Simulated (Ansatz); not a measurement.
The same ligand exchange along the group V, Nb, Ta.

Program: Ansatz. Geometries: PBE0-D4/def2-TZVP. ΔE: electronic, gas phase. CBS: MP2 limit from def2 TZ/QZ plus the TZ coupled-cluster correction, frozen cores. This one scheme is used for every species. def2 core potentials past Kr. For Nb, Ta, V outer-core shells are correlated without core-valence functions, which leaves a few kJ/mol of doubt a bond. Scalar relativity is left out up to krypton. One conformer a species, not always the lowest.

Q: Order these by ΔE at CCSD(T)/CBS, lowest first. (Best estimate.)
A. `[O]=[Nb]([OH])([OH])[Cl]` + NH₃ → `[NH2][Nb](=[O])([OH])[OH]` + HCl
B. `[O]=[V]([OH])([OH])[Cl]` + NH₃ → `[NH2][V](=[O])([OH])[OH]` + HCl
C. `[O]=[Ta]([OH])([OH])[Cl]` + NH₃ → `[NH2][Ta](=[O])([OH])[OH]` + HCl

A: C (+0.61 eV), B (+0.91 eV), A (+1.05 eV).

Largest T1 diagnostic: 0.033, for `[NH2][V](=[O])([OH])[OH]`, so its coupled-cluster energy is less sure.
